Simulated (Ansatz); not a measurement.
Conformers of `C[SiH](F)N[SiH2]O`, each relaxed with PBE0-D4/def2-TZVP in Ansatz. CBS adds the triple-zeta coupled-cluster correction to the MP2 limit.

Not all of them had a frequency check.

Conformer A:

```xyz
14

C     1.675    0.849    1.649
Si    0.379    0.897    0.327
F     0.947    1.832   -0.850
N     0.019   -0.671   -0.265
Si   -1.485   -1.249   -0.884
O    -2.034   -0.369   -2.158
H     1.933    1.859    1.976
H     2.588    0.372    1.284
H     1.320    0.287    2.517
H    -0.901    1.504    0.760
H     0.793   -1.315   -0.350
H    -1.241   -2.672   -1.243
H    -2.571   -1.124    0.113
H    -1.423   -0.200   -2.877
```

Conformer B:

Z-matrix (Å, degrees):
```
C
Si 1 1.849
H 1 1.093 2 110.8
H 1 1.092 2 110.4 3 -119.6
H 1 1.092 2 111.0 3 120.4
F 2 1.607 1 108.0 3 63.9
N 2 1.716 1 110.1 3 -56.6
H 2 1.483 1 114.1 3 -179.8
Si 7 1.724 2 128.3 1 23.5
H 7 1.010 2 116.3 1 -163.6
O 9 1.645 7 112.4 2 51.7
H 9 1.480 7 112.2 2 -63.9
H 9 1.487 7 105.7 2 174.9
H 11 0.959 9 117.3 7 53.5
```

Q: Which is lowest in electronic energy at CCSD(T)/CBS (frozen core, def2 sets), and by how much? (Estimate.)

A: Ansatz gave: B; A lies 2.4 kJ/mol higher.

Q: Give the energies relative to B (kJ/mol) with PBE0-D4/def2-TZVPP, B3LYP-D4/def2-TZVPP, PBE/def2-TZVPP, r2SCAN/def2-TZVPP, PBE0/def2-TZVPP, MP2/def2-TZVPP, CCSD(T)/def2-TZVPP. (Best estimate.)

A: The calculation gave: 
```tsv
level	A
PBE0-D4/def2-TZVPP	2.9
B3LYP-D4/def2-TZVPP	3.1
PBE/def2-TZVPP	0.9
r2SCAN/def2-TZVPP	2.3
PBE0/def2-TZVPP	1.2
MP2/def2-TZVPP	2.5
CCSD(T)/def2-TZVPP	2.3
```

B3LYP here is the variant with VWN-RPA as its local correlation; programs differ in this.
